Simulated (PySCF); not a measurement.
Electronic structure of Ca¹⁶⁺ (calcium, charge +16) at the UHF level

Configuration: [He] 2s2, closed-shell 1S. Calculation: PySCF 2.14, in an uncontracted even-tempered set (17 s from 3.1 bohr⁻², ratio 2.2; 9 p from 4.8 bohr⁻², ratio 2.4; 6 d from 14 bohr⁻², ratio 2.4; 5 f from 22 bohr⁻², ratio 2.4; 4 g from 33 bohr⁻², ratio 2.4); the non-relativistic Hamiltonian (point nucleus).

```json
{"Total energy": "-469.392286 hartree", "One-electron energy": "-499.1792 hartree", "Hartree (Coulomb) energy": "45.5773 hartree", "Exchange energy": "-15.7904 hartree", "Kinetic energy": "469.39296 hartree", "⟨S²⟩": "0.0000", "⟨L²⟩": "0.000", "Sum of ⟨r⟩": "0.8031 bohr", "Sum of ⟨r²⟩": "0.2623 bohr²", "Density at the nucleus (Gaussians lack the cusp)": "5370 bohr⁻³"}
```

```csv
shell,electrons,mean orbital energy (hartree),"rms radius, mean of both spins (bohr)"
1s,2,-180.30027,0.0885
2s,2,-39.50240,0.351
```
